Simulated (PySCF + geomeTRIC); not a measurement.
Species: H4B2, SMILES `BB` (H–B–B–H torsion 90°) (charge 0, multiplicity 1).

Q: Give a relaxed geometry from M06-2X/def2-TZVP in PySCF + geomeTRIC.

A: This is not unique; one that fits is the end point of this relaxation, one of several conformers (outside a Z-matrix the atoms follow the SMILES, hydrogens last).
Bond lengths (Å): B1–B2 1.637, B1–H3 1.194, B1–H4 1.194, B2–H5 1.194, B2–H6 1.194. Angles (°): B2–B1–H3 121.9, B2–B1–H4 121.9, H3–B1–H4 116.2, B1–B2–H5 121.9, B1–B2–H6 121.9, H5–B2–H6 116.2.
